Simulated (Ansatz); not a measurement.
Program: Ansatz. Geometries: PBE0-D4/def2-TZVP. ΔE: electronic, gas phase. CBS: MP2 limit from def2 TZ/QZ plus the TZ coupled-cluster correction, frozen cores. This one scheme is used for every species. DFT in def2-TZVPP. For Ga outer-core shells are correlated without core-valence functions, which leaves a few kJ/mol of doubt a bond. Scalar relativity is left out up to krypton. Each species was taken in one conformer, which may not be the lowest.

`[NH2][GaH][BH][SiH3]` + CH₃SH → `CSB[SiH3]` + `[NH2][GaH2]`  (cleavage of the B–Ga bond)

CCSD(T)/CBS gives -120.6 kJ/mol.

(1) Another level gave -126.0 kJ/mol. Which?
A. LDA (SPW92)/def2-TZVPP
B. CCSD/def2-TZVPP
C. MP2/def2-TZVPP
D. SCS-MP2/def2-TZVPP

Largest T1 diagnostic among the species: 0.015.

## Answers

(1) D. SCS-MP2/def2-TZVPP -126.0, LDA (SPW92) -139.6, CCSD/def2-TZVPP -118.0, MP2/def2-TZVPP -131.6 kJ/mol.

In def2-TZVPP, CCSD(T) changes the Hartree–Fock value by −10.1 kJ/mol (the triples alone add −5.1 kJ/mol) and MP2 by −18.7 kJ/mol. At CCSD(T), def2-SVP lies −15.3 kJ/mol from the extrapolated value and def2-TZVPP −2.5 kJ/mol. Leaving LDA and LC-ωPBE aside and taking each functional with its dispersion term where it has one, the values, not all of them listed here, spread over 12.8 kJ/mol, from B97M-V to BHLYP-D4. LDA lies −11.1 kJ/mol from PBE without D4.
